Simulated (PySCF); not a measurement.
**Spinor energies of Ba (barium, neutral)**

Start: [Xe] 6s1 6p1; 6s1/2 filled at m_j = +1/2; 6p3/2 filled at m_j = +3/2. Calculated with PySCF 2.14 in x2c-TZVPall-2c: generalised Hartree-Fock with the X2C-1e Hamiltonian and a Gaussian nucleus; one run each with spin-orbit coupling (SO) switched off, then screened by Boettger's factors. This is a chosen level, not necessarily the ground level.

| spinor shell | electrons | ε, spin-free (eV) | ε, screened SO (eV) | weight of nominal j (screened SO) | rms radius, screened SO (bohr) |
| --- | --- | --- | --- | --- | --- |
| 1s1/2 | 2 | -37625.6 | -37621.1 | 1.000 | 0.0292 |
| 2s1/2 | 2 | -6054.5 | -6053.2 | 1.000 | 0.119 |
| 2p1/2 | 2 | -5422.3 | -5688.9 | 1.000 | 0.102 |
| 2p3/2 | 4 | -5422.3 | -5303.9 | 1.000 | 0.108 |
| 3s1/2 | 2 | -1324.2 | -1323.9 | 1.000 | 0.311 |
| 3p1/2 | 2 | -1116.8 | -1169.7 | 1.000 | 0.303 |
| 3p3/2 | 4 | -1116.8 | -1093.2 | 1.000 | 0.315 |
| 3d3/2 | 4 | -815.80 | -825.24 | 1.000 | 0.287 |
| 3d5/2 | 6 | -815.80 | -809.16 | 1.000 | 0.290 |
| 4s1/2 | 2 | -279.86 | -279.79 | 1.000 | 0.715 |
| 4p1/2 | 2 | -210.17 | -221.27 | 1.000 | 0.744 |
| 4d3/2 | 4 | -105.73 | -107.39 | 1.000 | 0.856 |
| 4d5/2 | 6 | -105.73 | -104.60 | 1.000 | 0.867 |
| 5s1/2 | 2 | -44.444 | -44.473 | 1.000 | 1.76 |
| 5p1/2 | 2 | -25.303 | -26.910 | 0.999 | 1.99 |
| 5p3/2 | 4 | -25.303 | -24.645 | 0.999 | 2.07 |
| 6s1/2 | 1 | -5.916 | -5.927 | 0.993 | 5.26 |
| 6p3/2 | 1 | -3.520 | -3.474 | 1.000 | 6.75 |

(1) Where does 4p3/2 lie, and what is the 4p spin-orbit splitting (screened SO)?

```json
{"quantity": "E (hartree)", "spin-free": "-8130.16467", "screened SO": "-8133.23084"}
{"quantity": "M_J", "spin-free": "2", "screened SO": "2"}
{"quantity": "⟨J²⟩", "spin-free": "6.045", "screened SO": "6.042"}
{"quantity": "⟨L²⟩", "spin-free": "2.044", "screened SO": "2.076"}
{"quantity": "⟨S²⟩", "spin-free": "2.000", "screened SO": "2.036"}
```

Breit and QED terms are absent; they matter most for the inner s and p1/2 levels.

Densities and radii are taken from the X2C orbitals without a picture-change correction, which distorts them close to the nucleus.

Without spin-orbit coupling the j labels of p, d and f shells carry no meaning; the spin-free column gives the mean over the occupied spinors of each nl shell.

Results:

(1) At -205.21 eV, 16.068 eV above 4p1/2.
